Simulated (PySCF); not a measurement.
# EPR parameters of C7H7

C7H7 (doublet state).
Z-matrix (Å and degrees, GFN2-xTB geometry), rows numbered from 1:
```
C 
C   1  1.3164
C   2  1.4497  1  122.69
C   3  1.3482  2  124.08  1   -30.04
C   4  1.4353  3  125.04  2    -3.24
C   5  1.3419  4  126.91  3    32.74
C   1  1.4659  2  131.56  3    -7.06
H   2  1.0818  1  120.82  3   179.13
H   3  1.0824  2  116.05  1   155.05
H   4  1.0835  3  118.24  2  -173.13
H   5  1.0835  4  115.05  3  -144.64
H   6  1.0817  5  119.35  4  -169.06
H   7  1.0974  1  109.69  2   -56.30
H   7  1.0909  1  112.35  2  -177.21
```

As a line formula: `[C]1=CC=CC=CC1` [radical].

Method used: UKS B3LYP, pcH-1 on C H, non-relativistic, mean-field spin-orbit, GIAO (PySCF). The structure is a single GFN2-xTB conformer in the gas phase; no vibrational or solvent corrections. The geometry wasn't refined by DFT: couplings that depend on bond lengths, twists or pyramidal angles can differ widely from those at the functional's own minimum. The SCF solution wasn't tested for stability.

```json
{
 "g1, g2, g3": "2.00159, 2.00222, 2.00270",
 "g_iso": "2.00217",
 "Form of g": "rhombic: the two nearest values differ by 43 % of g3 − g1",
 "⟨S²⟩": "0.7615 (exact 0.7500)",
 "HOMO–LUMO gap, α and β orbitals": "4.85, 4.13 eV",
 "Total energy": "-270.84967 Eh"
}
```

Isotropic coupling and dipolar principal values T1 to T3, in MHz:

```
atom  isotope  a_iso     T1     T2     T3  Mulliken spin population
  C1      13C  310.5  -80.9  -58.0  138.9                      0.98
  C2      13C    7.5  -18.1    0.7   17.5                     -0.12
  C3      13C   68.2   -9.5   -3.5   13.0                      0.10
  C4      13C   -8.9   -8.0    3.3    4.7                     -0.05
  C5      13C    4.9   -3.4   -1.6    5.1                      0.04
  C6      13C   18.6   -6.7    0.0    6.7                     -0.02
  C7      13C   19.3   -7.9   -5.5   13.4                     -0.02
  H8       1H   75.4   -7.2   -5.1   12.3                      0.03
  H9       1H   10.6   -3.9   -2.2    6.1                      0.01
 H10       1H    8.7   -1.4    0.0    1.4                      0.00
 H11       1H   -4.1   -2.3   -0.9    3.2                      0.00
 H12       1H    9.5   -2.6   -1.4    4.0                      0.00
 H13       1H   49.2   -6.4   -2.7    9.2                      0.03
 H14       1H   70.8   -7.5   -6.6   14.1                      0.02
```

Largest spin populations (Mulliken): C1 (+0.98), C2 (-0.12) and C3 (+0.10). C1 is the only atom above +0.15. The positive populations add up to 1.22 and the negative ones to -0.22, together 2S = 1.

Axes: g1 points within 13° of the C1–C7 bond and g2 points within 10° of the C2–C3 bond.

Under fast tumbling the dipolar parts average out, and these isotropic splittings remain: 1 × 1H (H8, I = 1/2, 2 lines) with 2.69 mT, 2 × 1H (H13/H14, I = 1/2, 3 lines) with 2.14 mT, 1 × 1H (H9, I = 1/2, 2 lines) with 0.38 mT, 1 × 1H (H12, I = 1/2, 2 lines) with 0.34 mT, 1 × 1H (H10, I = 1/2, 2 lines) with 0.31 mT and 1 × 1H (H11, I = 1/2, 2 lines) with 0.15 mT.

Means are taken over nuclei equivalent by connectivity, which assumes that they swap fast. The 1H value of +60.0 MHz is a mean of couplings from 49.2 to 70.8 MHz in this one geometry, not an average over conformers.

The 13C coupling of C1 (310.5 MHz) shows only in satellite lines or after enrichment, since that isotope makes up about 1.07 % of natural carbon.

The run took 47 s wall on one thread, Arm Neoverse V1, on a shared host.
